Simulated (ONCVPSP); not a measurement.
# LDA (Perdew-Zunger) ONCV dataset for antimony (Sb), scalar-relativistic all-electron reference.

ONCVPSP 4.0.1 input, shortened (lines: element, Z, core and valence counts, functional; n l f; lmax; l rc ep ncon nbas qcut; lloc lpopt rc5 dvloc0; l nproj debl; icmod fcfact rcfact), LDA (Perdew-Zunger), scalar-relativistic:

```
  Sb 51.00    9    2        3      upf
    1    0    2.00
    2    0    2.00
    2    1    6.00
    3    0    2.00
    3    1    6.00
    3    2   10.00
    4    0    2.00
    4    1    6.00
    4    2   10.00
    5    0    2.00
    5    1    1.00
    1
    0    1.70    0.00    5   10    3.20
    1    1.70    0.00    4    7    5.00
    4    5    1.60    0.00
    0    1    0.70
    1    2    3.20
    0    0.00    0.00
```

* Cutoffs needed: 42 Ha and 95 Ha (the cutoffs (Ha) at which the residual kinetic energy of the hardest occupied pseudo-wave falls to 1 and 0.1 mHa per electron)
* Ghost test: ghosts flagged at negative energy: s at -56.3 eV, p at -102.5 eV; no localised positive-energy state flagged; a true bound ghost makes a file unfit for plane-wave use
* Largest excitation error: +50 meV (all-electron minus pseudo) for 5s1 5p4, out of 4 test configurations
